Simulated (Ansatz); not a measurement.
Geometry optimisation, Ansatz, RKS PBE-D4/6-31G*.

Input:

```yaml
crystal:
  periodic: [false, false, false]
  atoms:
    - { symbol: B, position_ang: [-0.1768, -0.5531, 0.6928] }
    - { symbol: Si, position_ang: [1.2163, 1.2141, 0.3409] }
    - { symbol: Cl, position_ang: [0.8254, -2.0395, 0.9534] }
    - { symbol: Cl, position_ang: [-1.3676, -0.0856, 1.9677] }
    - { symbol: H, position_ang: [-0.1033, 0.0701, -0.3496] }
    - { symbol: C, position_ang: [-1.0816, -0.767, -0.9129] }
    - { symbol: H, position_ang: [0.4889, 2.4448, 0.6362] }
    - { symbol: H, position_ang: [2.295, 1.0001, 1.2941] }
    - { symbol: H, position_ang: [1.8076, 1.3307, -0.9963] }
    - { symbol: H, position_ang: [-1.831, -1.5092, -0.6438] }
    - { symbol: H, position_ang: [-0.4526, -1.2006, -1.6845] }
    - { symbol: H, position_ang: [-1.6203, 0.0952, -1.2982] }
basis:
  gaussian: { orbitals: "6-31G*" }
hamiltonian:
  xc: pbe
  dispersion: d4
relax:
  f_tol: 0.15
  max_steps: 25
  restrain:
    - { distance: [0, 5], at: 2.9, k: 30.0 }
    - { distance: [4, 1], at: 2.72, k: 30.0 }
    - { distance: [0, 1], at: 1.95, k: 30.0 }
    - { distance: [4, 5], at: 1.07, k: 30.0 }
output:
  orbitals: {}
```

Run as:

```bash
$ ansatz run input.yaml --threads 2 --pin off --max-ram 3072MiB --backend cpu --events-out ev --progress --plain --runs-dir out
```

Problem. Where does it end, and by what steps?

Solution. It converged. The restraints hold the end off the free minimum. After 9 steps the energy has fallen by 1.421 eV (the restraints' own energy left out); H12 moved furthest, 0.76 Å. Parted: B1–H5, B1–C6. Joined: H5–C6.

```
step  energy less start (eV)  largest force component (eV/Å)  accepted
   0                  0.0000                           0.938       yes
   1                 -0.0404                           1.615       yes
   2                 -0.2145                           2.124       yes
   3                 -0.3665                           1.773       yes
   4                 -1.0126                           1.252       yes
   5                 -1.3278                           0.884       yes
   6                 -1.3865                           0.700       yes
   7                 -1.4112                           0.579       yes
   8                 -1.4205                           0.647        no
   9                 -1.4211                           0.679       yes
```

```xyz
12
Properties=species:S:1:pos:R:3
B 0.280 -0.361 1.170
Si 1.357 1.200 0.620
Cl 0.936 -1.992 0.949
Cl -1.172 -0.166 2.163
H -0.635 0.060 -0.845
C -1.280 -0.703 -1.275
H 0.561 2.473 0.612
H 2.477 1.347 1.618
H 1.969 1.005 -0.737
H -1.691 -1.354 -0.488
H -0.693 -1.312 -1.983
H -2.108 -0.195 -1.805
```

Run time: 24 s on 2 threads of Arm Neoverse V2, on a shared host, peak memory 0.15 GiB.
